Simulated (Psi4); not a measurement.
A dimer, H8Ge3 ··· HF (SMILES [GeH3][GeH2][GeH3] and F); the first 11 atoms form monomer A.

```
13

Ge     1.9078     0.7317    -0.0091
Ge     0.1805    -0.9857    -0.1186
Ge    -2.0409    -0.0041     0.0965
H      3.3132     0.1196    -0.1488
H      1.7025     1.7551    -1.1406
H      1.8260     1.4734     1.3373
H      0.4021    -2.0130     1.0101
H      0.2847    -1.7383    -1.4606
H     -2.2805     1.0067    -1.0395
H     -2.1589     0.7381     1.4399
H     -3.1365    -1.0836     0.0333
F     -0.1696     0.5376    -2.6239
H     -0.1859     0.6136    -3.5451
```

### Question
What interaction energy does SAPT0/jun-cc-pVDZ, frozen core (Psi4) give, and which attractive term is the largest?

### Answer
Total 1.56 kcal/mol: electrostatics -4.36, exchange 8.97, induction -1.06, dispersion -1.99. The most attractive term is electrostatics.
